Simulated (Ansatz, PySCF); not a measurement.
Conformers of C7H10S (SMILES CCCc1ccsc1), B3LYP-D3(BJ)/def2-TZVP minima from an xTB search, which can miss the lowest.
Conformer 1 (charge 0, multiplicity 1):
```xyz
18

C      1.93839     0.63049     0.79237
C      1.65279    -0.46879    -0.22546
C      0.48803    -0.13298    -1.17058
C     -0.82541     0.02698    -0.46071
C     -1.52280    -1.04707     0.17312
C     -2.67697    -0.65397     0.78320
S     -2.94199     1.03432     0.60051
C     -1.48880     1.21183    -0.30307
H      2.18918     1.56996     0.29301
H      1.06975     0.81546     1.42610
H      2.77623     0.36221     1.43810
H      1.43132    -1.40394     0.29702
H      2.54592    -0.65634    -0.82816
H      0.39943    -0.92465    -1.92042
H      0.71943     0.78707    -1.71343
H     -1.17488    -2.07084     0.16721
H     -3.38597    -1.26128     1.32131
H     -1.19364     2.18153    -0.67010
```

Frozen-core correlation. CBS: X⁻³ extrapolation of the correlation energy, Hartree–Fock from the larger set. MP2 and its Hartree–Fock in cc-pV(Q+d)Z, cc-pV(T+d)Z are density fitted. Rows in 6-31G* carry no dispersion term and start afresh at each structure (6-31G* with six Cartesian d functions).

Codes used: Ansatz (Gaussian basis) for Hartree–Fock, density functionals and correlated methods; PySCF for 6-31G* rows. Each number belongs to the level named beside it.

Electronic energies of 3 conformers above conformer 1 (kcal/mol):

| level | conformer 1 | conformer 2 | conformer 3 |
|---|---|---|---|
| PBE/def2-TZVPP | 0.00 | -0.29 | 0.44 |
| B3LYP/6-31G* | 0.00 | -0.33 | 0.52 |
| wB97M-V/def2-TZVPP | 0.00 | 0.29 | 0.53 |
| MP2/CBS(cc-pV(T+d)Z, cc-pV(Q+d)Z) + ΔCCSD(T)/cc-pV(D+d)Z | 0.00 | 0.23 | 0.50 |

Task: Give Boltzmann populations at 298.15 K for each level, counting each conformer once and leaving out zero-point, thermal and symmetry terms.

Result: 
Weights exp(−E/RT) with RT = 0.5925 kcal/mol, divided by their sum:
- PBE/def2-TZVPP: 32 %, 53 %, 15 %
- B3LYP/6-31G*: 32 %, 55 %, 13 %
- wB97M-V/def2-TZVPP: 49 %, 30 %, 20 %
- MP2/CBS(cc-pV(T+d)Z, cc-pV(Q+d)Z) + ΔCCSD(T)/cc-pV(D+d)Z: 47 %, 32 %, 20 %
The share of conformer 1 runs from 32 to 49 % over these levels.

Ansatz is a first-principles code.
